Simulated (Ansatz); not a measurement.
Born–Oppenheimer molecular dynamics of C2H6FNSi (11 atoms, charge 0, multiplicity 1). It starts from a relaxed structure.

Computed with Ansatz, RKS BLYP-D4/6-31G.

| Quantity | Value |
| --- | --- |
| ensemble | NVT, Nosé–Hoover chain |
| time step | 0.25 fs |
| steps asked | 150 |
| set temperature | 700 K |
| thermostat | time constant 300 fs, chain length 1 |
| seed | 516746 |

First frame:

```xyz
11
Properties=species:S:1:pos:R:3
F -0.674 -1.522 -1.363
C -0.881 -0.612 -0.194
C 0.361 -0.755 0.744
Si 0.956 0.975 0.043
N -0.748 0.773 -0.559
H -1.866 -0.915 0.196
H 0.104 -0.725 1.814
H 0.957 -1.648 0.523
H 1.160 2.126 1.007
H 2.072 1.007 -0.982
H -1.376 1.238 -1.209
```

Problem. What does the run give?

Solution. All steps were run.

- steps done: 150
- time covered: 37.5 fs
- mean temperature over the second half: 361 K
- spread of the potential energy over the second half: 6.5 meV per atom
- mean potential energy of the second half above the start: 36.0 meV per atom

The conserved energy stayed within 0.056 meV per atom of its start (net change 0.03 meV per atom), so the integration is sound. The mean temperature of the second half is 48 % below the set value. A run of 0.037 ps of so small a system gives no equilibrium averages. Limits of this set-up: no polarisation functions.

Problem. What happens to the structure?

Solution. The same pairs are bonded in the first frame and the last. Pairs count as bonded within 1.25 times the sum of covalent radii (0.12 Å more for H–H). The details hang on the random start.

Problem. How do temperature and energy run in time?

Solution. 
```tsv
time (fs)	T (K)	potential energy less start (eV)	conserved less start (meV/atom)
0.0	700	0.000	0.00
1.8	594	0.124	0.03
3.5	415	0.332	0.03
5.2	240	0.536	0.04
7.0	134	0.660	0.06
8.8	173	0.613	0.04
10.5	252	0.521	0.03
12.2	321	0.441	0.03
14.0	397	0.353	0.02
15.8	421	0.325	0.03
17.5	422	0.324	0.03
19.2	375	0.379	0.03
21.0	312	0.453	0.05
22.8	325	0.438	0.03
24.5	315	0.449	0.03
26.2	305	0.462	0.04
28.0	316	0.448	0.03
29.8	304	0.464	0.05
31.5	382	0.373	0.04
33.2	484	0.254	0.01
35.0	463	0.278	0.03
36.8	401	0.351	0.03
```

Run time: 4.6 min on 1 thread of Arm Neoverse V2, with other jobs on the host, peak memory 0.1 GiB.
